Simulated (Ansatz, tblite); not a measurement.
Isomers of Si$_{15}$ (singlet), found by a short tight-binding search and relaxed with r2SCAN-D4/def2-SVP in Ansatz.

The xTB rows come from tblite.

B: The geometry of the charge 0 singlet is only loosely relaxed.

Other spin states weren't relaxed.

A:

```
atom    x (Å)    y (Å)    z (Å)
 Si1  -1.3013  -1.7008  -0.0646
 Si2  -0.2277   1.7871   0.3302
 Si3  -2.3134   1.4428   1.2970
 Si4   2.4668  -0.5165  -1.0575
 Si5  -0.3835  -0.0680   1.9221
 Si6   1.2950  -1.3697   0.8392
 Si7   1.1271   3.5892   0.9436
 Si8  -2.7979  -0.8204   1.4593
 Si9   0.2358   0.4484  -1.6594
Si10   0.3306  -3.4434   0.2474
Si11   2.2532   1.1842  -2.7591
Si12  -1.9822   0.2828   3.5262
Si13   1.6326   2.6148  -0.9763
Si14   0.9021  -2.1555  -1.6251
Si15  -1.2372  -1.2750  -2.4230
```

B:

```xyz
15

Si   -0.490   -1.099    2.484
Si    1.382   -0.516   -1.604
Si   -2.499    2.782    0.500
Si    0.535   -2.110    0.568
Si   -2.712    1.868   -1.840
Si   -3.697    0.633    0.155
Si    2.686   -2.724    1.544
Si    1.594    1.907   -1.691
Si   -0.546    1.796   -0.701
Si   -1.439    0.610    1.150
Si    3.125   -1.193   -0.222
Si    1.757   -0.526    2.055
Si   -1.744   -0.230   -1.038
Si    2.407    0.913    0.290
Si   -0.360   -2.111   -1.650
```

**Question.** Estimate their order by electronic energy at PBE0-D4/def2-SVP, counted from the lowest.

**Answer.** B (0.00) < A (1.60), in eV.

**Question.** Do the other levels pick the same lowest one?

**Answer.** Not GFN2-xTB. Energies above each level's lowest (eV):

```csv
level,A,B
GFN1-xTB,0.12,0.00
GFN2-xTB,0.00,0.52
PBE-D4/def2-SVP,1.40,0.00
r2SCAN-D4/def2-SVP,1.39,0.00
PBE0-D4/def2-SVP,1.60,0.00
```
Point groups (tolerance 0.1 Å): A not assigned, B not assigned. Lower isomers may exist.
